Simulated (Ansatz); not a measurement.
Consider the isomerisation: `CC([SiH3])CO` → `C[SiH](C)CO`.

Program: Ansatz. Geometries: PBE0-D4/def2-TZVP. ΔE: electronic, gas phase. CCSD(T)/CBS is the MP2 limit (def2-TZVPP, def2-QZVPP) plus CCSD(T) − MP2 in def2-TZVPP, frozen cores. One conformer a species, not always the lowest.

| species | MP2/def2-TZVPP energy (Eh) |
| --- | --- |
| `CC([SiH3])CO` | -484.19838 |
| `C[SiH](C)CO` | -484.22208 |

(1) Work out ΔE.

Largest T1 diagnostic among the species: 0.010.

Answers

(1) ΔE = (-484.22208) − (-484.19838) = -0.02370 Eh = -62.2 kJ/mol. CCSD(T)/CBS gives -63.9 kJ/mol.
